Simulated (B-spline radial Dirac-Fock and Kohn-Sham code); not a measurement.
These are calculated numbers from a radial B-spline solver; the model is Dirac-Fock ΔSCF + Breit + QED. Electron correlation is not included.

Question: Identify the element and charge state from the binding energies below (tabulated ground configuration; the least bound level is included).

```
level  binding energy (eV)
    K              29301.1
   L3               4031.5
   M2                859.9
   M3                817.3
   N1                240.5
   N2                195.4
 N4,5                115.5
```

Answer: Sn⁶⁺: Z = 50 with 44 electrons, [Kr] 4d8. The hydrogen-like estimate √(E/Ry) = 46.4 for the K level lies 3.6 below Z (screening lowers it, relativity raises it); the outermost level, at 115.5 eV, fixes the charge.

Question: An atom or ion in its tabulated ground configuration has these computed binding energies (the last is its least bound level). Which is it?

```
level  binding energy (eV)
    K              84345.1
   L1              19483.1
   L2              18939.0
   L3              17173.7
   M1               7957.5
```

Answer: Pt⁶⁶⁺: Z = 78 with 12 electrons, [Ne] 3s2. The hydrogen-like estimate √(E/Ry) = 78.7 for the K level lies 0.7 above Z (screening lowers it, relativity raises it); the outermost level, at 7957.5 eV, fixes the charge.

Question: An atom or ion in its tabulated ground configuration has these computed binding energies (the last is its least bound level). Which is it?

```
level  binding energy (eV)
   2s              13524.9
2p1/2              12923.7
2p3/2              11314.5
4p3/2                597.3
4f7/2                156.0
5p3/2                139.1
   5d                87.02
```

Answer: Ir⁶⁺: Z = 77 with 71 electrons, [Xe] 4f14 5d3.

Question: An atom or ion in its tabulated ground configuration has these computed binding energies (the last is its least bound level). Which is it?

| level | binding energy (eV) |
| --- | --- |
| K | 73896.7 |
| L2 | 12415.5 |
| M2 | 2826.2 |
| M4 | 2061.4 |
| O1 | 121.7 |
| N6 | 79.97 |
| O4,5 | 27.20 |

Answer: Os²⁺: Z = 76 with 74 electrons, [Xe] 4f14 5d6. The hydrogen-like estimate √(E/Ry) = 73.7 for the K level lies 2.3 below Z (screening lowers it, relativity raises it); the outermost level, at 27.20 eV, fixes the charge.

Question: Identify the element and charge state from the binding energies below (tabulated ground configuration; the least bound level is included).

```
level  binding energy (eV)
    K              73495.0
   L1              17212.3
 L2,3              15916.1
```

Answer: Ta⁶⁴⁺: Z = 73 with 9 electrons, [He] 2s2 2p5. The hydrogen-like estimate √(E/Ry) = 73.5 for the K level lies 0.5 above Z (screening lowers it, relativity raises it); the outermost level, at 15916.1 eV, fixes the charge.
